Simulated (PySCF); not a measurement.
The free ion Tc4+ in its d3 configuration.

Method (PySCF 2.14, density fitting): CASSCF(3,5) with orbitals averaged over all microstates of the shell, strongly contracted NEVPT2 on the averaged canonical orbitals; basis x2c-TZVPall; spin-free X2C; gas phase; spin-orbit coupling by state interaction with the mean-field operator over all roots.

Q: Which term lies lowest, and with what spin?

A: 4F (S = 3/2, orbital degeneracy 7), by NEVPT2.

Q: List the excited states of the same spin.

A: By NEVPT2: 4P at 11706 cm⁻¹ (854 nm).

Q: Which is the lowest state of another spin?

A: 2G at 13250 cm⁻¹ by NEVPT2; CASSCF alone puts it at 14773 cm⁻¹ above the same ground state.

Q: What are the magnetic parameters?

A: The lowest spin-orbit level is 4-fold with J = 3/2; the next lies at 1048.9 cm⁻¹. μeff is 1.28 μB at 300 K and 0.80 μB at 10 K; the free-ion value g_J√(J(J+1)) for the Hund's-rule level J = 3/2 is 0.77 μB.

The job took 4 s on one thread of Intel Xeon Platinum 8488C (shared host), with 63 basis functions, launched as `OMP_NUM_THREADS=1 python lf_run.py task.json out`.
